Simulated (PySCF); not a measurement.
# `C[C@@H]1C[C@](F)(C#N)[Se]1`, C5H6FNSe

Cartesian coordinates in Å; atom numbers follow the order of the lines, from 1:
```xyz
14

C     1.5378   -0.8041   -0.3312
C     0.8522    0.1295    0.6412
C    -0.6377   -0.1638    0.8573
C    -1.2462    0.8937   -0.0685
F    -2.2687    1.5988    0.4940
C    -1.5924    0.4160   -1.3783
N    -1.8043    0.0110   -2.4270
Se    0.4842    1.9490   -0.1536
H     2.5396   -0.4485   -0.5620
H     0.9741   -0.8797   -1.2597
H     1.6167   -1.7971    0.1099
H     1.4234    0.2255    1.5662
H    -0.9309   -1.1860    0.6098
H    -0.9485    0.0551    1.8798
```

Computed with TDDFT CAM-B3LYP/def2-SVPD circular dichroism and optical rotation, one conformer, gas phase (PySCF 2.14.0). Geometry: GFN2-xTB.

The calculation is non-relativistic, which matters for the atoms heavier than Zn.

Stereocentres: C2 R, C4 R.

(1) Give the optical rotatory dispersion at 633, 589.3, 546, 436, 405 nm.

## Answers

(1) [α] in deg dm⁻¹ (g/mL)⁻¹:
| λ (nm) | origin-invariant length gauge | modified velocity gauge | length gauge (centre of mass) | isotropic polarisability (au) |
| --- | --- | --- | --- | --- |
| 633 | +101.1 | +107.5 | +101.7 | 90.4 |
| 589.3 | +129.7 | +138.3 | +130.2 | 90.8 |
| 546 | +173.6 | +186.1 | +174.2 | 91.3 |
| 436 | +546.3 | +596.4 | +547.1 | 93.4 |
| 405 | +970.8 | +1066.8 | +971.5 | 94.4 |

The shortest wavelength is close to the first absorption, where this undamped response comes out too large.

Problem. And for the mirror image at 589.3 nm?

Solution. -129.7 deg dm⁻¹ (g/mL)⁻¹ (origin-invariant length gauge): the same size and the opposite sign.

Problem. What is the molar rotation [Φ] = [α]·M/100 of the geometry above at 589.3 nm?

Solution. With M = 178.08 g/mol, +230.9 deg cm² dmol⁻¹ (origin-invariant length gauge).

The first excitation lies at 3.56 eV (349 nm) with R = +9.7 × 10⁻⁴⁰ esu² cm² (velocity form).
